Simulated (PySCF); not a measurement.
**Level sweep**

CH8GeN2.
Bonds: N1–C2, C2–Ge3, Ge3–N4. Hydrogens: H5, H6 on N1; H7, H8 on C2; H9, H10 on Ge3; H11, H12 on N4.

PySCF, dipoles from the SCF density, polarisabilities from static response with core orbitals frozen. The structure is a single PBE0-D3(BJ)/def2-SVP conformer in the gas phase; no vibrational or solvent corrections. Relativistic effects, spin–orbit coupling among them, are left out although an element past zinc is present.

**Question.** Compare the levels for these properties.

**Answer.** 

| level | μ (D) | α (Å³) | anisotropy (Å³) |
| --- | --- | --- | --- |
| LDA/def2-SVPD | 0.501 | 9.90 | 1.83 |
| PBE/def2-SVPD | 0.517 | 9.73 | 1.79 |
| B3LYP/def2-SVPD | 0.472 | 9.39 | 1.64 |
| PBE0/def2-SVPD | 0.476 | 9.27 | 1.61 |
| BHandHLYP/def2-SVPD | 0.448 | 8.96 | 1.50 |
| CAM-B3LYP/def2-SVPD | 0.454 | 9.20 | 1.53 |
| wB97X-D/def2-SVPD | 0.459 | 9.18 | 1.50 |
| LC-wPBE/def2-SVPD | 0.450 | 8.92 | 1.42 |
| HF/def2-SVPD | 0.442 | 8.51 | 1.33 |
| PBE0/6-31G* | 0.547 | 7.41 | 1.60 |
| PBE0/def2-SVP | 0.568 | 7.76 | 1.56 |
| PBE0/aug-cc-pVDZ | 0.484 | 9.56 | 1.52 |
| PBE0/def2-TZVP | 0.492 | 8.79 | 1.64 |
| PBE0/def2-TZVPD | 0.482 | 9.49 | 1.57 |

The anisotropy is √(½[(α1 − α2)² + (α2 − α3)² + (α3 − α1)²]). The dipole runs from 0.44 D (HF/def2-SVPD) to 0.57 D (PBE0/def2-SVP). No reference polarisability is at hand; against PBE0 in the largest diffuse basis at hand (def2-TZVPD) the other PBE0 rows deviate by 6-31G* -22%, def2-SVP -18%, def2-SVPD -2%, aug-cc-pVDZ +1%, def2-TZVP -7%. In one basis (def2-SVPD) the functionals order the polarisability from HF (lowest) to LDA (highest), a spread of 16%. With PBE0 the polarisability is 7.99 Å³ without diffuse functions (mean of 6-31G*, def2-SVP and def2-TZVP) and 9.44 Å³ with them (mean of def2-SVPD, aug-cc-pVDZ and def2-TZVPD).

Without π bonds the low states are Rydberg-like; a valence basis with one diffuse set may place them up to an eV too high.
